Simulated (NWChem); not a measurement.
Species: C$_{3}$H$_{3}$N$_{2}$, doublet; SMILES [nH]1ncc[c]1

```xyz
8

C     -1.1856     0.0213     0.0000
C     -0.4150     1.1623     0.0000
C      0.9005     0.6347     0.0000
N      0.9278    -0.7005     0.0000
N     -0.3886    -1.0600     0.0000
H     -0.7384     2.1912     0.0000
H      1.8369     1.1784     0.0000
H     -0.6386    -2.0365     0.0000
```
Atoms are numbered in this order, from 1.

Level: B3LYP/6-31G* (spherical d), spin-unrestricted (NWChem), optimised geometry, unscaled harmonic frequencies. In the optimisation the excess spin sits in a' (Cs, its own frame).

List the harmonic frequencies with IR intensities, and the thermochemistry.


| frequency (cm⁻¹) | IR intensity (km/mol) |
|---|---|
| 409 | 28.6 |
| 574 | 34.8 |
| 676 | 19.1 |
| 774 | 68.6 |
| 882 | 5.0 |
| 886 | 30.7 |
| 916 | 8.2 |
| 1054 | 10.4 |
| 1065 | 12.3 |
| 1176 | 18.3 |
| 1276 | 6.5 |
| 1333 | 3.4 |
| 1396 | 14.1 |
| 1461 | 16.6 |
| 1549 | 6.4 |
| 3256 | 5.5 |
| 3304 | 0.2 |
| 3683 | 91.7 |

The zero-point energy comes out as 36.7 kcal/mol. The thermal correction to the enthalpy at 298.15 K (with zero-point energy) comes out as 39.7 kcal/mol and the heat capacity Cv is 13.0 cal/(mol K). The entropy at 298.15 K and 1 atm (symmetry number 1, electronic part: spin degeneracy alone) comes out as 66.6 cal/(mol K). The dipole moment is 1.31 D.

Rigid rotor and harmonic oscillator.
